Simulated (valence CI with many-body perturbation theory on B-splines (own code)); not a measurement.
# Hg67+: magnetic and hyperfine properties of the levels

Calculated by relativistic CI+MBPT: three valence electrons over a frozen Dirac-Fock core [Ne], radial functions for each j: 11 s, 11 p, 10 d, 8 f, 5 g, 2 h, with the one-electron correlation potential Σ1 (screened to all orders), the two-electron term Σ2, the three-electron term Σ3, Breit, model QED; selected single and double excitations, second order for the rest, scaled by the run's own slope (own B-spline code, finite nucleus).

The last digits are not significant, and no measured levels were compared; by estimate large intervals hold to a few tenths of a per cent, small ones and those within an open d or f shell to about a per cent.

A/g_I is the dipole constant over the nuclear g factor μ/I (μ in nuclear magnetons, uniformly magnetised nucleus), B/Q the quadrupole constant per barn. Both hold the static response of the core; the bare values leave it out. Large factors of s and p1/2 electrons are usually good to 5 to 10 %; those of open d and f shells near neutrality can be off by tens of per cent, and small factors of p3/2, d and f electrons come from cancelling terms and can be off by a factor of two or in sign, in half-filled shells by more. B is blank for J = 1/2, where it vanishes, and for nearly pure S terms. Energies count from the lowest level.

Levels are named by their leading jj configuration (3d3/2^4 stands for four electrons in 3d with j = 3/2), which in mixed levels can hold well under half, so a name can repeat and another be missing. Letters in brackets count levels of one name in rising energy.

| Level | E (× 10³ cm⁻¹) | g | A/g_I (MHz) | A/g_I bare | B/Q (MHz/b) | B/Q bare |
| --- | --- | --- | --- | --- | --- | --- |
| (3s^2 3p1/2) J=1/2 | 0.00 | 0.643 | 2870000 | 2820000 |  |  |
| (3s 3p1/2^2) J=1/2 | 1537.6 | 2.074 | 8470000 | 8310000 |  |  |
| (3s^2 3p3/2) J=3/2 | 4265.2 | 1.318 | 291000 | 290000 | 587000 | 580000 |
| (3s 3p1/2 3p3/2) J=3/2 [a] | 5526.5 | 1.617 | 1850000 | 1820000 | 477000 | 472000 |
| (3s 3p1/2 3p3/2) J=5/2 | 5691.0 | 1.328 | 2420000 | 2380000 | 500000 | 494000 |
| (3s 3p1/2 3p3/2) J=3/2 [b] | 5869.2 | 0.969 | 252000 | 252000 | 263000 | 260000 |
| (3s 3p1/2 3p3/2) J=1/2 | 5964.9 | 1.274 | -3250000 | -3180000 |  |  |
| (3s^2 3d3/2) J=3/2 | 6357.8 | 0.829 | 50600 | 56400 | 143000 | 145000 |
| (3s^2 3d5/2) J=5/2 | 7220.7 | 1.190 | 95500 | 98500 | 118000 | 121000 |
| (3s 3p1/2 3d3/2) J=3/2 [a] | 7356.5 | 0.910 | -146000 | -137000 | 300000 | 298000 |
| (3s 3p1/2 3d3/2) J=3/2 [b] | 7472.1 | 0.870 | -41600 | -35300 | 306000 | 304000 |
| (3s 3p1/2 3d3/2) J=5/2 | 7565.6 | 1.012 | 2340000 | 2300000 | 58100 | 61200 |
| (3s 3p1/2 3d3/2) J=1/2 | 7805.5 | 0.405 | -3520000 | -3440000 |  |  |
| (3s 3p1/2 3d3/2) J=3/2 [c] | 7878.2 | 1.271 | 2080000 | 2050000 | 119000 | 118000 |
| (3s 3p1/2 3d5/2) J=5/2 [a] | 8515.3 | 1.347 | 797000 | 788000 | 114000 | 116000 |
| (3s 3p1/2 3d5/2) J=7/2 | 8648.0 | 1.231 | 1660000 | 1630000 | 47300 | 50800 |
| (3s 3p1/2 3d5/2) J=5/2 [b] | 8737.4 | 1.032 | -15800 | -9610 | 123000 | 124000 |
| (3s 3p1/2 3d5/2) J=3/2 | 8775.6 | 1.110 | -2030000 | -1980000 | 65300 | 67000 |
| (3p1/2^2 3d3/2) J=3/2 | 9273.8 | 0.775 | 160000 | 160000 | 101000 | 104000 |
| (3s 3p3/2^2) J=5/2 | 9893.1 | 1.433 | 1940000 | 1900000 | 96700 | 95500 |
| (3s 3p3/2^2) J=1/2 | 10229 | 1.933 | 8540000 | 8370000 |  |  |
| (3s 3p3/2^2) J=3/2 | 10291 | 1.187 | -1360000 | -1320000 | -73200 | -72300 |
| (3p1/2^2 3d5/2) J=5/2 | 10363 | 1.188 | 53200 | 60300 | 93300 | 96200 |
| (3p1/2 3p3/2^2) J=5/2 | 11568 | 1.178 | 1160000 | 1140000 | 39200 | 38900 |
| (3p1/2 3p3/2^2) J=3/2 | 11620 | 1.424 | 5610 | 16100 | 4440 | 4280 |
| (3p1/2 3p3/2^2) J=1/2 | 11771 | 0.865 | 4140000 | 4050000 |  |  |
| (3s 3p3/2 3d3/2) J=3/2 [a] | 11833 | 1.270 | 803000 | 795000 | 6490 | 4270 |
| (3s 3p3/2 3d3/2) J=1/2 [a] | 11851 | 1.978 | 2520000 | 2480000 |  |  |
| (3s 3p3/2 3d3/2) J=5/2 [a] | 11883 | 1.197 | 740000 | 733000 | 265000 | 261000 |
| (3s 3p3/2 3d3/2) J=7/2 | 11896 | 1.214 | 1390000 | 1370000 | 648000 | 644000 |
| (3s 3p3/2 3d3/2) J=3/2 [b] | 12155 | 0.987 | 434000 | 432000 | -302000 | -298000 |
| (3s 3p3/2 3d3/2) J=5/2 [b] | 12259 | 0.967 | -254000 | -242000 | 331000 | 331000 |
| (3s 3p3/2 3d3/2) J=1/2 [b] | 12315 | 0.611 | 1900000 | 1870000 |  |  |
| (3s 3p3/2 3d5/2) J=9/2 | 12599 | 1.318 | 1080000 | 1060000 | 715000 | 711000 |
| (3s 3p3/2 3d5/2) J=5/2 [a] | 12799 | 1.339 | 1630000 | 1600000 | -316000 | -312000 |
| (3s 3p3/2 3d5/2) J=7/2 [a] | 12871 | 1.250 | 680000 | 672000 | 355000 | 353000 |
| (3s 3p3/2 3d5/2) J=3/2 [a] | 12906 | 1.139 | -787000 | -765000 | -328000 | -325000 |
| (3s 3p3/2 3d5/2) J=7/2 [b] | 13049 | 1.193 | -118000 | -109000 | 347000 | 347000 |
| (3s 3p3/2 3d5/2) J=1/2 | 13125 | 0.724 | -2690000 | -2630000 |  |  |
| (3s 3p3/2 3d5/2) J=3/2 [b] | 13225 | 1.297 | 1990000 | 1960000 | 181000 | 181000 |

Q: Take the isotope of mass number 199, with I = 1/2, μ = 0.5039 μN. What is the hyperfine structure of (3s 3p1/2 3p3/2) J=5/2?

A: From the table A = 2440000 MHz. Shifts from the centre of gravity in MHz: F = 2: -4270000, F = 3: 3050000.
